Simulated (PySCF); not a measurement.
Ba: ionisation energy

Ba [Xe] 6s2 (1S) → Ba⁺ [Xe] 6s1 (2S), as a difference of total energies. Computed with PySCF 2.14 in def2-TZVP with the def2 core potential (46 electrons), with a scalar-relativistic core potential. Correlated levels: valence: 5s2 5p6 frozen. The calculations carry no spin-orbit coupling.

**Question.** Order these methods by the ionisation energy they give, lowest first.
A. MP2 (valence)
B. SCS-MP2 (valence)
C. CCSD (valence)
D. TPSS

**Answer.** A (4.660 eV), B (4.739 eV), C (4.861 eV), D (5.069 eV).

Errors of the correlated levels include the incompleteness of this basis and the frozen core.

With two correlated electrons CCSD is exact in that space.

For comparison: 5.212 eV (measured; NIST Atomic Spectra Database, ionization energies).
